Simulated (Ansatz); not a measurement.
Isolated molecules relaxed with PBE0-D4/def2-TZVP in Ansatz; ΔE leaves out vibrations. CCSD(T)/CBS is the MP2 limit (def2-TZVPP, def2-QZVPP) plus CCSD(T) − MP2 in def2-TZVPP, frozen cores. This one scheme is used for every species. Elements past krypton have def2 core potentials. For Zr outer-core shells are correlated without core-valence functions, which leaves a few kJ/mol of doubt a bond. Each species was taken in one conformer, which may not be the lowest.

Reaction (ligand exchange at a Zr–F bond): `[OH][Zr]([OH])([OH])[F]` + H₂S → `[OH][Zr]([OH])([OH])[SH]` + H–F

`[OH][Zr]([OH])([OH])[F]`:

Z-matrix (Å, degrees):
```
Zr
O 1 1.920
O 1 1.920 2 110.4
O 1 1.920 2 110.4 3 122.3
F 1 1.921 2 108.6 3 -118.9
H 2 0.952 1 167.1 3 -15.9
H 3 0.952 1 167.4 2 106.7
H 4 0.952 1 167.4 2 -16.4
```

H₂S:

Cartesian coordinates in Å:
```
S -0.603 -0.042 0.136
H 0.465 0.444 0.786
H 0.137 -0.402 -0.922
```

`[OH][Zr]([OH])([OH])[SH]`:

Cartesian coordinates in Å:
```
O -1.807 -0.884 -0.449
Zr -0.132 -0.058 -0.032
O 0.236 -0.017 1.849
O -0.037 1.730 -0.720
S 1.565 -1.472 -1.159
H -2.680 -1.261 -0.396
H 0.401 0.264 2.744
H -0.128 2.509 -1.260
H 2.582 -0.811 -0.575
```

H–F:

```xyz
2

F     0.456    0.054    0.026
H    -0.456   -0.054   -0.026
```

```
         level  ΔE (kJ/mol)
  HF/CBS(def2)         97.3
CCSD/CBS(def2)         82.0
```

**Question.** What does CCSD(T)/CBS give? (An estimate is asked.)

**Answer.** Ansatz gave: +77.7 kJ/mol. The listed levels differ from it by 19.6, 4.3 kJ/mol.

Largest T1 diagnostic among the species: 0.017.

From r2SCAN to r2SCAN0 (25 % exact exchange), in def2-TZVPP and without D4, ΔE moves by −4.2 kJ/mol. The D4 term adds −7.1 kJ/mol with B3LYP and −4.1 kJ/mol with PBE0; it sums over pairs of atoms, weighted by their polarisabilities, and B3LYP, whose exchange is more repulsive, gets the larger term. In def2-TZVPP, CCSD(T) changes the Hartree–Fock value by −17.3 kJ/mol (the triples alone add −4.3 kJ/mol) and MP2 by −22.8 kJ/mol.

B3LYP here is the variant with VWN-RPA as its local correlation; programs differ in this.
